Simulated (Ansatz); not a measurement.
Abridged output of a molecular run in Ansatz:

```
Functional definition: HF
1645 factors; integrals over basis functions are off by at most 1.1e-3 eV
mean field evaluation 1: about -14123.3299 eV, gradient 4.3e1 eV
mean field evaluation 2: about -14123.6480 eV, gradient 4.3e1 eV
mean field evaluation 4: about -14127.6821 eV, gradient 4.7e0 eV
mean field evaluation 8: about -14127.7511 eV, gradient 2.8e-1 eV
mean field -14127.75134482 eV, -519.1852857885 hartree, gradient 2.6e-6 eV, S^2 0.000000; 0 other end points of the search recorded, 0 dependent functions left out
9 core orbitals not correlated: weight in the atoms' cores, before any rotation towards them, 1.000 or more for the frozen orbitals, at most 0.000 for the correlated occupied ones
reference -14127.75134482 eV, -519.1852857885 hartree; 16, 16 occupied and 253, 253 virtual orbitals, 1645 factors
second order -25.81973502 eV of doubles, -0.00000000 eV of singles
cycle   1  -26.27931986 eV  change   -4.6e-1 eV  update   1.1e-1
cycle   2  -26.92338800 eV  change   -6.4e-1 eV  update   3.0e-2
cycle   3  -27.06100856 eV  change   -1.4e-1 eV  update   1.5e-2
cycle   4  -27.04819607 eV  change    1.3e-2 eV  update   3.0e-3
cycle   5  -27.04792699 eV  change    2.7e-4 eV  update   1.3e-3
cycle   6  -27.04860348 eV  change   -6.8e-4 eV  update   3.6e-4
cycle   7  -27.04840457 eV  change    2.0e-4 eV  update   1.5e-4
cycle   8  -27.04832990 eV  change    7.5e-5 eV  update   4.6e-5
cycle   9  -27.04833940 eV  change   -9.5e-6 eV  update   1.9e-5
perturbative correction -0.97241386 eV, -0.0357355502 hartree
Total energy: -14155.77209809 eV, -520.2150294778 hartree
```

Its atoms:

Z-matrix (Å, degrees):
```
C
C 1 1.508
O 1 1.405 2 111.7
H 1 1.093 2 109.5 3 -118.7
H 1 1.099 2 109.0 3 123.3
O 2 1.417 1 107.9 3 -60.1
H 2 1.098 1 110.0 3 179.2
H 2 1.098 1 109.7 3 59.7
H 3 0.963 1 106.6 2 52.8
Si 6 1.646 2 122.4 1 178.4
H 10 1.489 6 110.7 2 -59.2
H 10 1.480 6 106.3 2 -179.2
H 10 1.489 6 110.6 2 60.9
```

**Question.** Which basis set was used?
A. def2-TZVPPD
B. def2-TZVPP
C. def2-SVPD
D. cc-pV(Q+d)Z

**Answer.** B. It gives 278 functions.

**Question.** Write the keys of the input that set method, charge and spin (a neutral closed shell needs none for the last two).

**Answer.** 
```yaml
correlation: {method: ccsd_t}
```
